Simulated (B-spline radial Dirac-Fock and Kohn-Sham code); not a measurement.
## Core-level shifts of thulium with charge state

These are calculated numbers from a B-spline atomic structure program; the model is Dirac-Fock (average of configuration) total-energy differences with a finite nucleus, the Breit interaction including its frequency dependence, and self-energy and vacuum-polarisation corrections. Each ion is free and in its tabulated ground configuration. Correlation and solid-state effects are left out.

Reference: Tm²⁹⁺, [Kr] 4d4, with K 60467.3 eV, M1 3374.5 eV, M2 3155.6 eV, M4 2577.1 eV, N1 1412.1 eV. Shifts from it, in eV (a dash: the subshell is empty, belongs to an open shell averaged over j, or its hole state is left out as unreliable):

| ion | configuration | K | M1 | M2 | M4 | N1 |
| --- | --- | --- | --- | --- | --- | --- |
| Tm³⁰⁺ | [Kr] 4d3 | ? | ? | ? | ? | ? |
| Tm³¹⁺ | [Kr] 4d2 | +131.9 | +118.6 | +119.4 | +120.1 | +95.4 |
| Tm³²⁺ | [Kr] 4d1 | +199.7 | +179.3 | +180.4 | +181.5 | +143.9 |
| Tm³³⁺ | [Ar] 3d10 4s2 4p6 | +268.6 | +240.8 | +242.4 | +243.9 | +193.0 |
| Tm³⁴⁺ | [Ar] 3d10 4s2 4p5 | +343.2 | +302.5 | +304.2 | +306.8 | +239.3 |
| Tm³⁵⁺ | [Ar] 3d10 4s2 4p4 | +418.9 | +364.9 | +366.7 | +370.5 | +286.0 |
| Tm³⁶⁺ | [Ar] 3d10 4s2 4p3 | +495.7 | +427.9 | – | +434.9 | +333.2 |
| Tm³⁷⁺ | [Ar] 3d10 4s2 4p2 | +573.6 | +491.6 | +493.5 | +499.9 | +380.8 |
| Tm³⁸⁺ | [Ar] 3d10 4s2 4p1 | +652.5 | +555.9 | +558.0 | +565.7 | +428.7 |

Problem. Give the missing shifts for Tm³⁰⁺.

Solution. K +65.3, M1 +58.9, M2 +59.2, M4 +59.6, N1 +47.4 (eV).
